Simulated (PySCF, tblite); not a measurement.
Compound: CH9FSi3.
Structure used (GFN2-xTB), in Å, numbered top down from 1:
```
atom  x, y, z in Å
C1    -0.305    1.795   -0.629
Si2   -0.090   -0.102   -0.558
Si3   -1.761   -1.031    0.774
Si4    2.096   -0.529    0.078
F5     2.101   -2.062    0.600
H6    -0.171    2.249    0.349
H7    -1.299    2.060   -0.977
H8     0.410    2.257   -1.305
H9    -0.266   -0.547   -1.963
H10   -3.112   -0.600    0.394
H11   -1.759   -2.494    0.722
H12   -1.595   -0.653    2.182
H13    2.601    0.198    1.243
H14    3.150   -0.542   -0.934
```

Method used: CAM-B3LYP/def2-SVPD in PySCF (dipole) on a GFN2-xTB geometry, gas phase.

Masses are those of the commonest isotopes; rigid-rotor values at the optimised geometry. The values belong to one conformer with, in the numbering `[CH3:1][Si@H:2]([SiH3:3])[SiH2:4][F:5]`, C1–Si2–Si4–F5 162°.

**Question.** Give the principal moments of inertia and the rotational constants in MHz.

**Answer.** Ia = 188.07, Ib = 345.91, Ic = 494.89 u·Å²; 505379 MHz·u·Å²/I gives A = 2687, B = 1461, C = 1021 MHz.

**Question.** What kind of rotor is it?

**Answer.** An asymmetric top. Ray's parameter κ = (2B − A − C)/(A − C) = -0.472; −1 is the prolate and +1 the oblate limit.

**Question.** Is it planar, by Δ = Ic − Ia − Ib?

**Answer.** Not planar: Δ = Ic − Ia − Ib = -39.09 u·Å². For a rigid frame Δ = −2 Σ m c², so Σ m c² = 19.54 u·Å² lies off the ab plane: 11.40 from hydrogen and 8.14 from heavier atoms. The atom farthest from that plane is 1.92 Å away.

**Question.** Give the other two planar moments, Paa and Pbb, and the rms extents of the mass along the axes.

**Answer.** Paa = Σ m a² = (Ib + Ic − Ia)/2 = 326.37 and Pbb = Σ m b² = (Ia + Ic − Ib)/2 = 168.52 u·Å². With the mass M = 124.00 u, the rms extents √(P/M) along a, b and c are 1.62, 1.17, 0.40 Å.

**Question.** Which lines would a microwave search look for?

**Answer.** The dipole components are |μa| = 1.11 D, |μb| = 2.09 D, |μc| = 0.23 D. Intensities carry the squares of the components, which stand as 0.28 : 1.00 : 0.01 (a : b : c). Some lines, for components of 0.1 D or more:

```
type  branch         J(Ka,Kc)   MHz  lower level (cm⁻¹)
   b       Q  2(1,1) ← 2(0,2)  2204               0.245
   a       R  1(0,1) ← 0(0,0)  2482               0.000
   b       R  2(0,2) ← 1(1,1)  3640               0.124
   c       Q  2(2,1) ← 2(1,1)  3679               0.319
   b       Q  2(2,0) ← 2(1,1)  3777               0.319
   a       R  2(1,2) ← 1(1,1)  4525               0.124
   b       Q  2(2,1) ← 2(1,2)  4998               0.275
   b       R  2(1,2) ← 1(0,1)  5751               0.083
   c       R  2(1,1) ← 1(0,1)  7070               0.083
   b       R  2(2,0) ← 1(1,1)  9621               0.124
```

**Question.** Estimate the classical rotational partition function at 25 K, 50 K and 200 K.

**Answer.** Point group C1, symmetry number σ = 1; q = (√π/σ)·√((kT/h)³/(ABC)), k/h = 20836.6 MHz/K: 10500 at 25 K, 29800 at 50 K, 238000 at 200 K.

Its GFN2-xTB frequencies are all real (lowest 22 cm⁻¹). No vibrational averaging or centrifugal distortion is included, and the geometry carries the error of its method. A rigid rotor knows nothing of internal rotation, which can split or shift real lines.
